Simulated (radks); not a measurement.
Results of a calculation; reference values are marked as such.
Q: These are the eigenvalues of the occupied orbitals of an atom or ion with whole-number occupations (eV). Level of theory: scalar-relativistic Kohn-Sham, r2SCAN, spin-polarised, spherical densities, finite nucleus; meta-GGA in the generalised Kohn-Sham scheme; Fermi nuclear charge, rms radius of each element as measured or else 0.836 A^(1/3) + 0.57 fm (a radial shooting solver on a logarithmic mesh with Libxc functionals).

| orbital | eigenvalue |
|---|---|
| 1s up | -53735.79 |
| 1s down | -53735.78 |
| 2s up | -8975.768 |
| 2s down | -8975.765 |
| 2p up | -7961.617 |
| 2p down | -7961.604 |
| 3s up | -2011.887 |
| 3s down | -2009.864 |
| 3p up | -1698.944 |
| 3p down | -1696.919 |
| 3d up | -1296.154 |
| 3d down | -1294.590 |
| 4s up | -409.0929 |
| 4s down | -404.5445 |
| 4p up | -305.5913 |
| 4p down | -301.0463 |
| 4d up | -164.0536 |
| 4d down | -159.4924 |
| 5s up | -57.7114 |
| 5s down | -55.5853 |
| 5p up | -33.2946 |
| 5p down | -31.8413 |
| 4f up | -10.9625 |
| 6s up | -9.3711 |
| 4f down | -6.9415 |

Which element is it, and in what charge state? The configuration may be excited.

A: Z = 66, dysprosium, charge +1: Dy+ in [Xe] 4f10 6s(up 1, down 0). The list shows which subshells hold electrons but not how many an open one holds; the 1s level, -1974.8 hartree, gives Z - s = 62.8 by -(Z - s)^2/2, which with screening and relativity narrows Z to a few neighbours, and the depths of the outer levels then fix element, charge and occupations together.
